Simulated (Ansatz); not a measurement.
Born–Oppenheimer molecular dynamics of ClF2H2NZr (7 atoms, charge 0, multiplicity 1). It starts from a relaxed structure.

Theory: RKS LDA/def2-SVP (Ansatz 0.2.0).

| Quantity | Value |
| --- | --- |
| ensemble | NVT, Nosé–Hoover chain |
| time step | 1 fs |
| steps asked | 166 |
| set temperature | 300 K |
| thermostat | time constant 100 fs, chain length 3 (defaults) |
| masses | H 10 u |
| seed | 339018 |

First frame:

```xyz
7
Properties=species:S:1:pos:R:3
Zr -0.004 0.013 0.025
N 0.004 0.014 2.023
H -0.763 0.344 2.626
H 0.760 -0.351 2.618
F 1.805 0.098 -0.522
F -1.114 1.447 -0.515
Cl -0.940 -2.005 -0.724
```

Question: How far do the bonds stretch over the last three quarters of this one trajectory? (Pairs bonded in most of those frames.)

Answer: 
```
   bond  mean (Å)  spread (Å)  shortest  longest
 Zr1–N2     2.005       0.026      1.95     2.04
 Zr1–F5     1.887       0.027      1.85     1.94
 Zr1–F6     1.902       0.041      1.83     1.96
Zr1–Cl7     2.347       0.026      2.31     2.39
  N2–H3     1.033       0.022      0.99     1.07
  N2–H4     1.033       0.015      1.01     1.06
```

Mean temperature of the second half: 215 K. The conserved energy stayed within 0.16 meV per atom of its start (net change 0.051 meV per atom), so the integration is sound. The mean temperature of the second half is 28 % below the set value. A run of 0.17 ps of so small a system gives no equilibrium averages.

Run time: 3 min on 2 threads of Arm Neoverse V2, on a shared host, peak memory 0.14 GiB.
